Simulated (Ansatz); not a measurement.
System: S₂, net charge 0, singlet state. This is an excited singlet: at this geometry the triplet lies 0.73 eV lower at CCSD(T)/CBS(aug-cc-pV(T+d)Z,aug-cc-pV(Q+d)Z). 
Structure (B3LYP-D3(BJ)/def2-TZVP (Ansatz, an electronic-structure program) minimum search):
```
S
S 1 1.9055
```
Charge 0, spin multiplicity 1.

Parts of the frozen-core correlation energy in STO-3G (Ansatz, hartree). Frozen orbitals: 10; correlated occupied orbitals by spin: 6 and 6; virtual: 2 and 2. Spin-orbit coupling is left out. No relativistic terms. The restricted reference is unstable. The program attaches cautions to this run: large difference.

```tsv
term	value
reference (HF)	-786.26392
MP2 opposite-spin	-0.06606
MP2 same-spin	-0.01557
CCSD correlation	-0.09686
(T)	-0.00195
FCI minus CCSD(T)	-0.00445
T1 diagnostic	0.004
largest doubles amplitude	0.301
```
